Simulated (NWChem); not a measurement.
**Total energies of HFSi**

```xyz
3

Si    -0.4560     0.4037     0.0000
H      0.5537     1.5754     0.0000
F      0.6478    -0.8030     0.0000
```
Charge 0, spin multiplicity 1.

The numbers come from NWChem runs, not from measurements. All single points use one geometry, from PBE0/def2-SVP, a minimum by its harmonic frequencies.

Basis set: def2-SVP (37 functions).

| method | total energy (Ha) |
|---|---|
| RHF | -388.77223 |
| MP2 | -389.04000 |
| B2PLYP | -389.55336 |
| PBE | -389.50539 |
| B3LYP | -389.77361 |
| BHandHLYP | -389.71579 |
| CCSD(T) | -389.06608 |

Total energies of different functionals aren't comparable as a measure of quality: only differences taken within one method are. 

The correlated methods keep 6 core orbitals frozen. B3LYP has NWChem's definition, with VWN1-RPA local correlation. The structure started from a generated list of species. No row is a measurement; the coupled-cluster row has its own basis-set and correlation limits.
